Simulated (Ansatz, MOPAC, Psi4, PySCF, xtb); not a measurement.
Dimer: H2O (SMILES O) (first 3 atoms) with AsH3 (SMILES [AsH3]); geometry from B3LYP-D3(BJ)/def2-TZVP, rigid monomers moved along the line of their centres of mass till H3···As4 is 4.85 Å.
(charge 0, multiplicity 1):
```xyz
7

O     -0.049     0.632    -0.600
H     -0.910     0.306    -0.879
H     -0.001     0.439     0.346
As     0.428    -1.088     4.932
H     -0.001    -0.398     6.218
H      1.843    -1.331     5.435
H     -0.062    -2.450     5.401
```

```csv
level,interaction energy (kJ/mol),"minus CCSD(T)/CBS(aug-cc-pVDZ, aug-cc-pVTZ)",cost
PM3,-0.4,1.1,-
PM7,-1.8,-0.4,-
GFN2-xTB,-1.5,0.0,-
HF/STO-3G (no counterpoise),-1.2,0.3,-
HF/3-21G (no counterpoise),-1.9,-0.4,-
HF/aug-cc-pVDZ,-1.5,0.0,-
HF/aug-cc-pVTZ,-1.4,0.1,-
PBE-D3(BJ)/def2-TZVPPD,-1.6,-0.1,×1
PBE-D4/def2-TZVPPD,-1.4,0.1,×1
r2SCAN-D4/def2-TZVPPD,-1.4,0.1,×2
B3LYP/def2-TZVPPD,-1.0,0.5,×2
PBE0-D3(BJ)/def2-TZVPPD,-1.6,-0.1,×2
PBE0-D4/def2-TZVPPD,-1.5,0.0,×2
MP2/6-31G*,-1.9,-0.4,-
MP2/aug-cc-pVDZ,-1.5,0.0,-
SCS-MP2/aug-cc-pVDZ,-1.4,0.1,-
SCS-MP2/aug-cc-pVTZ,-1.4,0.1,-
CCSD(T)/aug-cc-pVTZ,-1.5,0.0,×300*
"CCSD(T)/CBS(aug-cc-pVDZ, aug-cc-pVTZ)",-1.5,0.0,×300*
SAPT0/aug-cc-pVDZ,-1.7,-0.3,-
```

 The comparison column counts from a level with limits of its own.

The rows run from -1.9 (HF/3-21G (no counterpoise)) to -0.4 kJ/mol (PM3).

Counterpoise-corrected where a basis set is named; no monomer relaxation. Rows marked so take none.

Frozen-core correlation. Filled d and f shells under p-block atoms count as core. CBS(a, b) extrapolates the correlation energy as X⁻³ and adds the Hartree–Fock energy of set b. Rows in 3-21G, 6-31G*, STO-3G carry no dispersion term and start afresh at each structure (6-31G* with six Cartesian d functions); the Pople sets are all-electron and without relativity. MP2/6-31G* freezes PySCF's default core, which leaves 3d correlated. The state reached by PM3, PM7 isn't checked; PM7 holds dispersion and hydrogen-bond terms.

Run with Ansatz (Gaussian orbitals); MOPAC for PM3, PM7 (differences of heats of formation); Psi4 for SAPT; PySCF for 3-21G rows, 6-31G* rows, STO-3G rows, the dispersion terms; xtb for the GFN methods. Values without a source in brackets are computed.

Costs are rough ratios of core time to PBE/def2-TZVPPD (about 2.3 s over the structures, on one shared machine); a dash marks a level with no comparable run of its own. A star marks coupled-cluster runs past 200 virtual orbitals, where the program's memory plan changes under this machine's limit, so their costs aren't comparable with smaller runs.

Ansatz is a first-principles code.
